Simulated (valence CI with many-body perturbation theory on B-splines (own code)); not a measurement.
**Tc¹¹⁺: calculated level list**

Method: valence CI with perturbative core correlation (CI+MBPT): four valence electrons over a frozen Dirac-Fock core [Ar] 3d10, radial functions for each j: 11 s, 11 p, 10 d, 8 f, 5 g, 2 h, with the one-electron correlation potential Σ1 (screened to all orders), the two-electron term Σ2, the three-electron term Σ3, Breit, model QED; selected single and double excitations, second order for the rest, scaled by the run's own slope (own B-spline code, finite nucleus).

No measured levels were compared; by estimate levels hold to about 250 cm⁻¹ or 0.2 % of their energy and the worst to 1 %, as in measured heavy ions of charge 2 to 7; those with d or f electrons hold less well. Among the levels kept, up to 630 cm⁻¹ of a level comes from second order outside the variational space, and about a tenth of that is noise between levels of different J, which matters for small intervals.

Levels 46 to 90 of 173, with energies above the lowest level, 4s²4p² ³P_0. "Leading %" is the weight of the configuration and term that name the level; weights of strongly mixed levels are sums over their largest components and can fall short. Lifetimes count E1, E2, E3, M1 and M2 decay at the calculated energies, and are blank where another channel may lead or the interval is too uncertain; long ones can be off by a factor of two.

```
No.  Configuration  Term  J  E (cm⁻¹)  Leading %      g  Lifetime
 46        4s4p²4d    ³P  2    674880         73  1.484   19.3 ps
 47        4s4p²4d    ³F  4    677670         69  1.288    724 ps
 48        4s4p²4d    ⁵P  2    679270         85  1.774   9.01 ps
 49        4s4p²4d    ⁵P  1    681630         89  2.412   8.99 ps
 50        4s4p²4d    ³P  1    689970         64  1.401   16.7 ps
 51        4s4p²4d    ³G  3    695090         82  0.781    179 ps
 52        4s4p²4d    ³G  4    701080         85  1.068    164 ps
 53        4s4p²4d    ³P  0    702400         77          18.1 ps
 54        4s4p²4d    ³G  5    708180         88  1.211    268 ps
 55        4s4p²4d    ³D  2    709980         48  1.035   21.5 ps
 56        4s4p²4d    ³D  3    714910         53  1.190   24.6 ps
 57        4s4p²4d    ³D  1    715480         78  0.670   20.5 ps
 58        4s4p²4d    ¹G  4    720490         73  1.041   90.1 ps
 59        4s4p²4d    ³D  3    721820         40  1.150   16.3 ps
 60        4s4p²4d    ³D  2    727670         49  0.978   11.7 ps
 61        4s4p²4d    ³D  1    732110         90  0.544   13.9 ps
 62        4s4p²4d    ¹P  1    734600         46  0.815   16.2 ps
 63        4s4p²4d    ³F  3    735590         55  1.191   13.3 ps
 64        4s4p²4d    ³D  2    737810         69  1.062   16.5 ps
 65        4s4p²4d    ³P  0    740760         87          11.7 ps
 66        4s4p²4d    ³P  1    744500         65  1.506   12.8 ps
 67        4s4p²4d    ³F  3    746180         47  1.157   9.93 ps
 68        4s4p²4d    ³F  2    746530         48  0.819   9.49 ps
 69        4s4p²4d    ³D  2    750130         35  1.238   13.4 ps
 70        4s4p²4d    ³F  4    751220         80  1.225   7.35 ps
 71        4s4p²4d    ³D  3    752740         56  1.224   24.6 ps
 72        4s4p²4d    ³S  1    753920         34  1.332   12.6 ps
 73        4s4p²4d    ³P  2    755600         43  1.302   14.1 ps
 74        4s4p²4d    ³S  1    761290         39  1.322   15.0 ps
 75        4s4p²4d    ³F  4    764540         79  1.234   33.6 ps
 76        4s4p²4d    ³D  3    772250         71  1.275   14.4 ps
 77        4s4p²4d    ¹D  2    779000         47  1.050   9.72 ps
 78        4s4p²4d    ³D  3    781110         66  1.280   12.8 ps
 79        4s4p²4d    ³D  2    783180         66  1.104   9.37 ps
 80        4s4p²4d    ³D  1    784570         82  0.506   10.1 ps
 81        4s4p²4d    ¹S  0    792120         55          8.25 ps
 82        4s4p²4d    ¹D  2    792930         75  1.016   33.8 ps
 83        4s4p²4d    ¹P  1    803180         59  1.153   6.84 ps
 84        4s²4p5s   ³P°  0    804300         97          9.80 ps
 85        4s4p²4d    ¹F  3    805590         50  1.024   7.73 ps
 86        4s²4p5s   ³P°  1    806270         72  1.374   8.12 ps
 87        4s4p²4d    ³P  2    810130         70  1.400   6.04 ps
 88        4s4p²4d    ³P  1    825140         58  1.312   6.28 ps
 89        4s4p²4d    ³P  0    825390         70          5.75 ps
 90        4s²4p5s   ³P°  2    837280         97  1.500   10.0 ps
```

Names give the largest LS component (configuration and term), which can be under half, so a name can repeat, a term be missing and a line seem to break the LS rules; names also repeat where a configuration has a term twice.

Where two levels of one J and parity lie close, their mixing, g and order are uncertain.
